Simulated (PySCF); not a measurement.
# Working out the ionisation energy of C⁺

C⁺ [He] 2s2 2p1 (2P) → C²⁺ [He] 2s2 (1S). Computed with PySCF 2.14 in aug-cc-pCVTZ-DK with one added diffuse shell each of s, p, d, f type (8s7p5d3f, 75 functions), with the spin-free X2C one-electron Hamiltonian (Gaussian nucleus). Frozen: nothing. Energies in hartree (1 hartree = 27.21139 eV):

```tsv
part	C⁺ (lower)	C²⁺ (upper)
UHF	-37.310211	-36.422746
CCSD correlation	-0.122786	-0.118973
(T)	-0.001573	-0.000624
```

What does Hartree-Fock give?

(-36.422746) − (-37.310211) = 0.887465 hartree = 24.149 eV.

What do CCSD and CCSD(T) give?

The CCSD correlation energies differ by 0.003813 hartree = 0.104 eV and the triples by 0.000949 hartree = 0.026 eV, so CCSD gives 24.253 eV and CCSD(T) 24.279 eV.

Measured between the centres of the two terms (NIST): 24.378 eV, so CCSD(T) (valence and next inner shell) is off by -0.099 eV.

The coupled-cluster amplitudes are large, so a single reference is strained.

What remains against the reference includes basis incompleteness and higher excitations.
